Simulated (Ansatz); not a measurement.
**Forces on a displaced structure**

CHFI (SMILES F[CH-]I) (charge -1), closed shell, displaced at random from a GFN2-xTB minimum.

F1  (-0.084, -1.125, 0.901)
C2  (0.471, -0.319, -0.254)
I3  (-1.195, 1.125, -1.020)
H4  (1.257, 0.406, 0.353)
(Å)

Program: Ansatz 0.2.0. Basis: def2-TZVPPD. Cores are frozen in the correlated methods. Filled d shells of the heavier atoms are correlated. Core potentials replace the inner electrons of the atoms past krypton. The def2 sets are not built for correlating such inner shells, so the correlated values are less sure here. B3LYP uses VWN-RPA correlation.

CCSD(T) forces from the calculation:
```
atom      Fx      Fy  Fz (eV/Å)
  F1   0.328   1.183     -1.026
  C2   1.489  -0.319      1.553
  I3   0.123   0.064      0.427
  H4  -1.940  -0.928     -0.954
```

Root-mean-square difference of the force components from those of CCSD(T): PBE0-D4 0.145; wB97M-V 0.102; r2SCAN-D4 0.088; PBE-D4 0.170; r2SCAN0-D4 0.209; B3LYP-D4 0.103 eV/Å.

T1 diagnostic: at most 0.015. The restricted Hartree–Fock reference is unstable towards an unrestricted one here. These are differences at one structure, and CCSD(T) in triple zeta is itself an approximation.

For scale, one of the runs: CCSD(T)/def2-TZVPPD forces, 153 basis functions (an equivalent command: `ansatz run in.yaml --threads 4`). Hardware: 4 CPU threads, shared host. Wall time 2.2 min; peak host memory 2.3 GiB.
